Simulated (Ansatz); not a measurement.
`[CH3][Sn]([CH3])([OH])[OH]` → `[CH3][Sn][CH3]` + `OO` at 700 K and 1 bar (stannylene formation by 1,1-elimination).

Isolated molecules relaxed with PBE0-D4/def2-TZVP in Ansatz; ΔE leaves out vibrations. CBS: MP2 limit from def2 TZ/QZ plus the TZ coupled-cluster correction, frozen cores. This one scheme is used for every species. Elements past krypton have def2 core potentials. For Sn outer-core shells are correlated without core-valence functions, which leaves a few kJ/mol of doubt a bond. Each species was taken in one conformer, which may not be the lowest.

| species | CCSD(T)/CBS energy (Eh) | H − E (kJ/mol) | S (J/(mol·K)) |
| --- | --- | --- | --- |
| `[CH3][Sn]([CH3])([OH])[OH]` | -445.35687 | 359.4 | 561.8 |
| `[CH3][Sn][CH3]` | -293.72612 | 246.5 | 431.7 |
| `OO` | -151.44260 | 101.5 | 268.2 |

H − E and S are ideal-gas, rigid-rotor, harmonic terms from PBE0-D4/def2-TZVP, for one conformer and one mirror image of each species. 1 Eh = 2625.50 kJ/mol, R = 8.31446 J/(mol·K).

Task: By hand: ΔE, ΔH, ΔS and ΔG.

Result: ΔE = (-293.72612) + (-151.44260) − (-445.35687) = 0.18815 Eh = 494.0 kJ/mol. Δ(H − E) = 246.5 + 101.5 − 359.4 = -11.4, so ΔH = 482.6 kJ/mol. ΔS = 431.7 + 268.2 − 561.8 = 138.1 J/(mol·K). ΔG = 482.6 − 700 × (138.1)/1000 = 385.9 kJ/mol.

Task: By hand: the equilibrium constant, and the temperature at which ΔG would vanish if ΔH and ΔS stayed fixed.

Result: log₁₀ K = −ΔG/(RT ln 10) = -28.8. ΔG = 0 at ΔH/ΔS = 3495 K, far beyond where these terms or the molecules hold.

The number of gas molecules changes by +1, which sets the sign of ΔS. A doubt of 5 kJ/mol in ΔE shifts log₁₀ K by 0.4 here. Other conformers and mirror images would add mixing entropy, several J/(mol·K) or more a flexible species. Modes under 60 cm⁻¹, often nearly free rotors, make the harmonic entropy too high. These are equilibria of isolated gas molecules and say nothing of rates. Largest T1 diagnostic: 0.013 (customary marks: 0.02 for closed shells, 0.045 for open ones).
